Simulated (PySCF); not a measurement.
Compound: C5H8NO (doublet state).
Z-matrix (Å and degrees, GFN2-xTB geometry), rows numbered from 1:
```
C 
C   1  1.4687
N   2  1.2379  1  128.21
C   3  1.4297  2  128.45  1  -179.48
C   4  1.5343  3  109.96  2   117.54
C   5  1.5020  4  111.80  3    59.10
O   6  1.1983  5  125.27  4   142.36
H   1  1.0893  2  109.05  3  -126.78
H   1  1.0945  2  112.98  3    -5.03
H   1  1.0895  2  108.58  3   116.12
H   4  1.0994  3  112.33  2    -4.39
H   4  1.0954  3  107.31  2  -123.59
H   5  1.0945  4  108.79  3   -58.77
H   5  1.0908  4  110.79  3  -177.80
H   6  1.1063  5  113.12  4   -38.43
```

The hyperfine couplings belong to this conformer and change with its torsions.

Identity: `C/[C]=N/CCC=O` [radical].

Theory: PySCF, UKS B3LYP, pcH-1 on C H N O, non-relativistic, mean-field spin-orbit, GIAO. One conformer (not necessarily the lowest) at the GFN2-xTB geometry, without solvent, vibrations or thermal averaging. Couplings are sensitive to structure, and on GFN2-xTB geometries they can be far from those on DFT ones.

Q: How many α and β electrons are there, and what is ⟨S²⟩ of the pure spin state?

A: Nα = 27, Nβ = 26 (53 in all), and S(S+1) = 0.75 for S = 1/2.

Mulliken spin populations, one withheld:

| atom | bound to | population |
| --- | --- | --- |
| C1 | C2, H8, H9, H10 | +0.0106 |
| C2 | C1, N3 | +0.6959 |
| N3 | C2, C4 | ? |
| C4 | N3, C5, H11, H12 | +0.0104 |
| C5 | C4, C6, H13, H14 | -0.0005 |
| C6 | C5, O7, H15 | +0.0034 |
| O7 | C6 | +0.0020 |
| H8 | C1 | +0.0021 |
| H9 | C1 | +0.0656 |
| H10 | C1 | +0.0020 |
| H11 | C4 | +0.0363 |
| H12 | C4 | -0.0025 |
| H13 | C5 | +0.0004 |
| H14 | C5 | -0.0005 |
| H15 | C6 | +0.0044 |

Q: Fill in the missing population.

A: The populations add up to Nα − Nβ = 1, and the others sum to 0.8296, so N3 holds +0.170.

Q: How is the spin shared among the elements?

A: Carbon +0.72, nitrogen +0.17, hydrogen +0.11, oxygen 0.00. The positive populations sum to 1.00, the negative ones to 0.00.

Q: The run gives ⟨S²⟩ = 0.7529. What does that say of the overlap of α and β orbitals, and of the weight of higher spin?

A: Σ|⟨iα|jβ⟩|² over occupied orbitals = Nβ − [⟨S²⟩ − S(S+1)] = 26 − 0.0029 = 25.9971. If the quartet state (S + 1) were the only admixture, its weight would be 0.0029/(2S + 2) = 0.10 %. For Kohn–Sham this describes the determinant of the orbitals, not the true wave function.

Q: What Fermi-contact NMR shifts do the couplings of N3, C5, C6, H8/H9/H10, H11/H12, H15 imply at 200 K (Curie law, g = gₑ)?

A: δ = a_FC·h·gₑ μB S(S+1)/(3 g_N μN kT), with k/h = 20836.6 MHz/K:

```json
{"nuclei": "N3", "isotope": "14N", "a_FC (MHz)": "5.00", "g_N": "0.4038", "contact shift (ppm)": "+2731"}
{"nuclei": "C5", "isotope": "13C", "a_FC (MHz)": "-3.09", "g_N": "1.4048", "contact shift (ppm)": "-486"}
{"nuclei": "C6", "isotope": "13C", "a_FC (MHz)": "3.41", "g_N": "1.4048", "contact shift (ppm)": "+535"}
{"nuclei": "H8/H9/H10", "isotope": "1H", "a_FC (MHz)": "27.11", "g_N": "5.5857", "contact shift (ppm)": "+1070"}
{"nuclei": "H11/H12", "isotope": "1H", "a_FC (MHz)": "9.08", "g_N": "5.5857", "contact shift (ppm)": "+359"}
{"nuclei": "H15", "isotope": "1H", "a_FC (MHz)": "2.68", "g_N": "5.5857", "contact shift (ppm)": "+106"}
```

The sign follows the spin density at the nucleus: positive density means a positive shift. Entries for several nuclei are means.

Means are taken over nuclei equivalent by connectivity, which assumes that they swap fast. The three 1H nuclei of mean +27.1 MHz run from -0.2 to 76.0 MHz in the frozen geometry. The 1H value of +9.1 MHz is a mean of couplings from -4.7 to 22.9 MHz in this one geometry, not an average over conformers.

β density exceeds α density at some nuclei, such as C5 (-0.0028), spin density in bohr⁻³. In a single determinant that takes different orbitals for the two spins, that is spin polarisation.

On one thread of an Arm Neoverse V2, no GPU, shared host, this took 56 s of wall time (grids of density and orbitals included) and 0.99 GiB of memory at its peak.
